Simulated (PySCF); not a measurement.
H₃Sb, triplet, at a GFN2-xTB geometry (a higher spin typed on purpose: for a closed-shell molecule this is an excited state) (core potentials on Sb); PBE/def2-SVP in PySCF.

Here is a job for PySCF.
```python
from pyscf import gto, scf, dft

mol = gto.Mole()
mol.atom = '''
    Sb   -0.03072174    0.00612194    0.00294575
    H    -0.40271124   -1.90552364    0.08879553
    H     0.34262816    1.91749643   -0.08303447
    H     1.62689170   -0.32419160   -0.15599435
'''
mol.basis = 'def2-svp'
mol.ecp = {'Sb': 'def2-svp'}
mol.spin = 2
mol.verbose = 4
mol.build()

mf = dft.UKS(mol)
mf.xc = 'pbe'
mf.diis = False
mf.max_cycle = 100
mf.kernel()
mf.analyze()
```

Problem. Write the output that PySCF gives for this input, abridged.

Solution. 
```
PySCF version 2.14.0

[INPUT] verbose = 4
[INPUT] num. atoms = 4
[INPUT] num. electrons = 26
[INPUT] charge = 0
[INPUT] spin (= nelec alpha-beta = 2S) = 2
[INPUT] symmetry False subgroup None
[INPUT] Mole.unit = angstrom
[INPUT] Symbol           X                Y                Z      unit          X                Y                Z       unit  Magmom
[...]
nuclear repulsion = 20.2015844781785
number of shells = 19
number of NR pGTOs = 82
number of NR cGTOs = 41
basis = def2-svp
ecp = {'Sb': 'def2-svp'}

******** <class 'pyscf.dft.uks.UKS'> ********
method = UKS
initial guess = minao
damping factor = 0
level_shift factor = 0
DIIS disabled
SCF conv_tol = 1e-09
SCF conv_tol_grad = None
SCF max_cycles = 100
direct_scf = True
direct_scf_tol = 1e-13
number electrons alpha = 14  beta = 12
XC library pyscf.dft.libxc version 7.1.2
    S. Lehtola, C. Steigemann, M. J. T. Oliveira, and M. A. L. Marques,  SoftwareX 7, 1–5 (2018)
XC functionals = pbe
    J. P. Perdew, K. Burke, and M. Ernzerhof,  Phys. Rev. Lett. 77, 3865 (1996)
    J. P. Perdew, K. Burke, and M. Ernzerhof,  Phys. Rev. Lett. 78, 1396 (1997)
    J. P. Perdew, K. Burke, and M. Ernzerhof,  Phys. Rev. Lett. 77, 3865 (1996)
    J. P. Perdew, K. Burke, and M. Ernzerhof,  Phys. Rev. Lett. 78, 1396 (1997)
radial grids:
    Treutler-Ahlrichs [JCP 102, 346 (1995); DOI:10.1063/1.469408] (M4) radial grids

becke partition: Becke, JCP 88, 2547 (1988); DOI:10.1063/1.454033
pruning grids: <function nwchem_prune>
grids dens level: 3
symmetrized grids: False
atomic radii adjust function: <function treutler_atomic_radii_adjust>
small_rho_cutoff = 0
Set gradient conv threshold to 3.16228e-05
tot grids = 51384
init E= -216.772830662966

cycle= 1 E= -240.506637867645  delta_E= -23.7  |g|=  1.8  |ddm|= 7.08
cycle= 2 E= -240.258111638718  delta_E= 0.249  |g|= 1.97  |ddm|= 5.95

cycle= 3 E= -240.490962333211  delta_E= -0.233  |g|= 1.44  |ddm|= 5.65
cycle= 4 E= -240.288637979976  delta_E= 0.202  |g|= 1.78  |ddm|= 6.66

cycle= 5 E= -240.434824199057  delta_E= -0.146  |g|= 1.41  |ddm|= 6.63
cycle= 6 E= -240.259383143839  delta_E= 0.175  |g|= 1.74  |ddm|= 7.05

cycle= 7 E= -240.120200829611  delta_E= 0.139  |g|= 1.43  |ddm|= 7.05

cycle= 8 E= -240.079265099281  delta_E= 0.0409  |g|= 1.77  |ddm|= 7.12

cycle= 9 E= -239.936558821094  delta_E= 0.143  |g|= 1.45  |ddm|= 7.16

cycle= 10 E= -240.047463405219  delta_E= -0.111  |g|= 1.75  |ddm|= 6.85

cycle= 11 E= -239.887207102271  delta_E= 0.16  |g|= 1.44  |ddm|= 6.83

[...]

cycle= 97 E= -238.52225952693  delta_E= 0.543  |g|= 1.47  |ddm|= 5.42

cycle= 98 E= -239.065118809841  delta_E= -0.543  |g|= 1.34  |ddm|= 5.42

cycle= 99 E= -238.522259355698  delta_E= 0.543  |g|= 1.47  |ddm|= 5.42

cycle= 100 E= -239.065118903311  delta_E= -0.543  |g|= 1.34  |ddm|= 5.42
SCF not converged.
SCF energy = -239.065118903311 after 100 cycles  <S^2> = 2.0046369  2S+1 = 3.0030897
**** SCF Summaries ****
Total Energy =                        -239.065118903311060
Nuclear Repulsion Energy =              20.201584478178539
One-electron Energy =                 -458.188080221846917
Two-electron Energy =                  198.921376840357340
Two-electron Coulomb Energy =          219.624824546592976
DFT Exchange-Correlation Energy =      -20.703447706235632
**** MO energy ****
                             alpha | beta                alpha | beta
[...]
spin_pop of  0 Sb 4s       -0.00000
spin_pop of  0 Sb 5s        0.03278
spin_pop of  0 Sb 6s        0.00070
spin_pop of  0 Sb 7s        0.00679
spin_pop of  0 Sb 4px       0.00050
spin_pop of  0 Sb 4py       0.00724
spin_pop of  0 Sb 4pz       0.00018
spin_pop of  0 Sb 5px       0.03135
spin_pop of  0 Sb 5py       0.00229
spin_pop of  0 Sb 5pz       0.00010
spin_pop of  0 Sb 6px       0.02129
spin_pop of  0 Sb 6py       0.61074
spin_pop of  0 Sb 6pz       0.01983
spin_pop of  0 Sb 7px       0.71209
spin_pop of  0 Sb 7py       0.00440
spin_pop of  0 Sb 7pz      -0.00718
spin_pop of  0 Sb 4dxy      0.05914
spin_pop of  0 Sb 4dyz     -0.00043
spin_pop of  0 Sb 4dz^2    -0.00168
spin_pop of  0 Sb 4dxz      0.01680
spin_pop of  0 Sb 4dx2-y2    0.00589
spin_pop of  0 Sb 5dxy      0.12944
spin_pop of  0 Sb 5dyz      0.00253
spin_pop of  0 Sb 5dz^2     0.00924
spin_pop of  0 Sb 5dxz      0.01425
spin_pop of  0 Sb 5dx2-y2    0.16052
spin_pop of  1 H 1s       -0.00266
spin_pop of  1 H 2s        0.00190
spin_pop of  1 H 2px       0.03010
spin_pop of  1 H 2py      -0.00056
spin_pop of  1 H 2pz       0.02206
spin_pop of  2 H 1s       -0.00001
spin_pop of  2 H 2s       -0.00013
spin_pop of  2 H 2px       0.00014
spin_pop of  2 H 2py       0.00035
spin_pop of  2 H 2pz       0.00002
spin_pop of  3 H 1s        0.04965
spin_pop of  3 H 2s        0.00955
spin_pop of  3 H 2px       0.03608
spin_pop of  3 H 2py      -0.00004
spin_pop of  3 H 2pz       0.01475
In total            14.00000 | 12.00000
Dipole moment(X, Y, Z, Debye): -2.20433, 33.38663, -0.62119
```

Convergence was not reached.
